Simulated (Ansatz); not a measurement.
A nudged elastic band was laid between two geometries of C$_{2}$H$_{4}$BF (8 atoms, charge 0, multiplicity 1).

Computed with RKS PBE0-D4/STO-3G in Ansatz 0.2.0.

| Item | Value |
| --- | --- |
| movable images | 9 |
| climbing image | yes |
| spring | 5.0 eV/Å² |
| optimiser | quadratic models (default) |
| start path | through a guess of the saddle point |
| force threshold | 0.05 eV/Å |
| iteration limit | 60 |
| end points | relaxed |

Initial state:

```xyz
8
Properties=species:S:1:pos:R:3
C -0.350 0.935 0.121
C -0.179 -0.579 0.150
B 0.865 -1.279 -0.383
F 1.842 -1.956 -0.883
H 0.484 1.429 -0.396
H -1.278 1.225 -0.397
H -0.403 1.355 1.139
H -0.982 -1.130 0.650
```

Final state:

```xyz
8
Properties=species:S:1:pos:R:3
C -0.388 0.922 0.089
C 0.096 -0.496 0.371
B 0.673 -1.340 -0.535
F 1.218 -2.144 -1.383
H 0.136 1.659 0.719
H -0.225 1.209 -0.958
H -1.465 1.027 0.297
H -0.045 -0.838 1.400
```

**Question.** What changes between the two ends?

**Answer.** No bond is made or broken.  The two ends are copies of one structure, up to a mirror image or an exchange of like atoms.

**Question.** What energy profile does the band end with?

**Answer.** It converged. The highest image is number 5 of 0 to 10, 6.1 kJ/mol above the ends, which have the same energy within 2 meV. A vibrational analysis at the climbing image gives one clearly imaginary mode, 181i cm⁻¹: a first-order saddle point. Limits of this set-up: minimal basis.

```json
{"image": "0", "path coordinate (Å)": "0.00", "energy (kJ/mol)": "0.0"}
{"image": "1", "path coordinate (Å)": "0.29", "energy (kJ/mol)": "0.6"}
{"image": "2", "path coordinate (Å)": "0.57", "energy (kJ/mol)": "2.1"}
{"image": "3", "path coordinate (Å)": "0.86", "energy (kJ/mol)": "4.0"}
{"image": "4", "path coordinate (Å)": "1.14", "energy (kJ/mol)": "5.5"}
{"image": "5", "path coordinate (Å)": "1.43", "energy (kJ/mol)": "6.1"}
{"image": "6", "path coordinate (Å)": "1.71", "energy (kJ/mol)": "5.5"}
{"image": "7", "path coordinate (Å)": "1.99", "energy (kJ/mol)": "3.9"}
{"image": "8", "path coordinate (Å)": "2.27", "energy (kJ/mol)": "2.1"}
{"image": "9", "path coordinate (Å)": "2.55", "energy (kJ/mol)": "0.6"}
{"image": "10", "path coordinate (Å)": "2.83", "energy (kJ/mol)": "0.0"}
```

**Question.** What is the geometry of the highest image?

**Answer.** 
```xyz
8
Properties=species:S:1:pos:R:3:forces:R:3
C -0.384 0.933 0.099 0.00 -0.01 0.01
C 0.037 -0.520 0.332 -0.01 0.01 -0.02
B 0.723 -1.325 -0.535 0.01 0.01 0.01
F 1.376 -2.100 -1.331 -0.01 -0.01 0.00
H 0.478 1.599 -0.061 0.00 0.00 0.00
H -1.046 1.044 -0.774 0.00 0.00 0.00
H -0.930 1.311 0.972 0.00 0.00 0.00
H -0.254 -0.943 1.297 0.00 0.00 0.00
```

**Question.** What are the harmonic wavenumbers there?

**Answer.** 181i, 168, 350, 582, 600, 883, 1118, 1152, 1214, 1398, 1594, 1704, 1713, 2068, 3336, 3460, 3484, 3520 cm⁻¹.

Time of the run: 2.4 min on 1 thread of Arm Neoverse V1, with other jobs on the host, peak memory 0.083 GiB.
